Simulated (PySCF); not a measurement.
Al(Me)2(SiH3) (C2H9AlSi), SMILES [CH3][Al]([CH3])[SiH3].

Geometry optimised at ωB97X-D3(BJ)/def2-SVP. The structure was generated by enumeration; whether it is a known compound was not checked.

All values below come from TDA-ωB97X/def2-SVPD (PySCF).

Vertical excitations. Gas-phase values at a fixed geometry.

### Question
List the lowest excited states. (Estimate from the structure and the level; the computed values follow.)

### Answer

```
state  energy (eV)  λ (nm)      f                                              main pairs
-----  -----------  ------  -----  ------------------------------------------------------
S1            4.79     259  0.016                                          HOMO→LUMO 97 %
S2            5.52     225  0.000                                        HOMO−1→LUMO 96 %
S3            6.63     187  0.151                      HOMO→LUMO+1 74 %, HOMO→LUMO+2 14 %
S4            6.81     182  0.109                      HOMO→LUMO+2 72 %, HOMO→LUMO+1 13 %
S5            7.35     169  0.159                                      HOMO−1→LUMO+1 86 %
S6            7.56     164  0.010                                        HOMO→LUMO+4 73 %
S7            7.73     160  0.011                      HOMO−3→LUMO 72 %, HOMO−2→LUMO 12 %
S8            7.89     157  0.052     HOMO−2→LUMO 45 %, HOMO→LUMO+5 34 %, HOMO−3→LUMO 8 %
S9            8.02     155  0.011  HOMO→LUMO+3 46 %, HOMO−1→LUMO+2 26 %, HOMO→LUMO+5 10 %
S10           8.04     154  0.020                    HOMO−1→LUMO+2 50 %, HOMO→LUMO+5 13 %
T1            4.13     300      0                                          HOMO→LUMO 96 %
T2            5.25     236      0                                        HOMO−1→LUMO 94 %
T3            5.85     212      0                                        HOMO→LUMO+2 80 %
T4            6.25     198      0                                        HOMO→LUMO+1 72 %
```
Triplets are in the Tamm–Dancoff approximation.
